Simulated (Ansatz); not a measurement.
`[CH3][InH][CH2]Cl` + HCl → `[CH3][InH][Cl]` + `CCl`  (ligand exchange at the In–C bond)

Program: Ansatz. Geometries: PBE0-D4/def2-TZVP. ΔE: electronic, gas phase. CCSD(T)/CBS is the MP2 limit (def2-TZVPP, def2-QZVPP) plus CCSD(T) − MP2 in def2-TZVPP, frozen cores. This one scheme is used for every species. Elements past krypton have def2 core potentials. For In outer-core shells are correlated without core-valence functions, which leaves a few kJ/mol of doubt a bond. One conformer a species, not always the lowest.

```
            species  CCSD(T)/CBS(def2) energy (Eh)
`[CH3][InH][CH2]Cl`                     -729.28353
                HCl                     -460.38127
   `[CH3][InH][Cl]`                     -690.09240
              `CCl`                     -499.63220
```

Q: Work out ΔE.

A: ΔE = (-690.09240) + (-499.63220) − (-729.28353) − (-460.38127) = -0.05980 Eh = -37.5 kcal/mol.

Largest T1 diagnostic among the species: 0.012.

The D4 term adds +1.2 kcal/mol with B3LYP and +0.7 kcal/mol with PBE0; it sums over pairs of atoms, weighted by their polarisabilities, and B3LYP, whose exchange is more repulsive, gets the larger term. From PBE to PBE0 (25 % exact exchange), in def2-TZVPP and without D4, ΔE moves by −1.3 kcal/mol. In def2-TZVPP, CCSD(T) changes the Hartree–Fock value by +8.7 kcal/mol (the triples alone add +1.0 kcal/mol) and MP2 by +8.4 kcal/mol.

B3LYP here is the variant with VWN-RPA as its local correlation; programs differ in this.
